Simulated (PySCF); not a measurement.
# `C[C](=S)[GeH2][GeH3]`, C₂H₈Ge₂S

Molfile (atoms numbered from 1):
```
C2H8Ge2S
     RDKit          3D

 13 12  0  0  0  0  0  0  0  0999 V2000
   -2.0855   -0.3323   -0.7671 C   0  0  0  0  0  0  0  0  0  0  0  0
   -1.1575   -0.6538    0.3567 C   0  0  0  0  0  0  0  0  0  0  0  0
   -1.0673   -2.1160    1.0606 S   0  0  0  0  0  0  0  0  0  0  0  0
    0.0919    0.7516    0.9632 Ge  0  0  0  0  0  4  0  0  0  0  0  0
    2.1874    0.2901   -0.1615 Ge  0  0  0  0  0  4  0  0  0  0  0  0
   -1.5262    0.0910   -1.6197 H   0  0  0  0  0  0  0  0  0  0  0  0
   -2.7946    0.4532   -0.4514 H   0  0  0  0  0  0  0  0  0  0  0  0
   -2.6463   -1.2188   -1.0953 H   0  0  0  0  0  0  0  0  0  0  0  0
    0.2326    0.6650    2.4893 H   0  0  0  0  0  0  0  0  0  0  0  0
   -0.4321    2.1511    0.5656 H   0  0  0  0  0  0  0  0  0  0  0  0
    3.2305    1.3885    0.1147 H   0  0  0  0  0  0  0  0  0  0  0  0
    1.9403    0.2176   -1.6805 H   0  0  0  0  0  0  0  0  0  0  0  0
    2.7383   -1.0640    0.3156 H   0  0  0  0  0  0  0  0  0  0  0  0
  1  2  1  0
  2  3  2  0
  2  4  1  0
  4  5  1  0
  1  6  1  0
  1  7  1  0
  1  8  1  0
  4  9  1  0
  4 10  1  0
  5 11  1  0
  5 12  1  0
  5 13  1  0
M  END
```

Method used: GIAO BLYP/pcSseg-1 magnetisability, rotational g tensor and spin-rotation constants, non-relativistic, gas phase in PySCF. Geometry: PBE0-D3(BJ)/def2-SVP.

The calculation is non-relativistic, which matters for the atoms heavier than Zn.

(1) Give the nuclear spin-rotation constants along the inertial axes (H = +C I·J) beside the isotropic shieldings.

Results:

(1) Rotational constants 2.2906, 0.8273, 0.7442 GHz. A star marks the isotopologue with that one atom substituted, in its own axes.
```csv
atom,isotope,Caa (kHz),Cbb (kHz),Ccc (kHz),mean (kHz),σ (ppm)
H6,1H,-0.067,-0.096,-0.007,-0.057,27.6
H7,1H,-0.219,0.027,-0.072,-0.088,27.8
H8,1H,-0.055,-0.050,-0.060,-0.055,28.4
H9,1H,-0.197,-0.077,0.029,-0.082,27.0
H10,1H,-0.179,0.018,-0.049,-0.070,26.1
H11,1H,0.011,-0.057,-0.066,-0.037,27.6
H12,1H,-0.196,-0.075,0.015,-0.085,27.8
H13,1H,-0.196,-0.001,-0.050,-0.082,27.7
C1,13C*,0.512,0.194,0.131,0.279,122.2
C2,13C*,1.226,0.442,0.571,0.746,-140.4
S3,33S*,1.530,0.826,0.719,1.025,-843.2
Ge4,73Ge*,-0.626,-0.231,-0.205,-0.354,1462.2
Ge5,73Ge*,-0.576,-0.210,-0.196,-0.328,1556.5
```
For the geometry as given, no vibrational averaging.
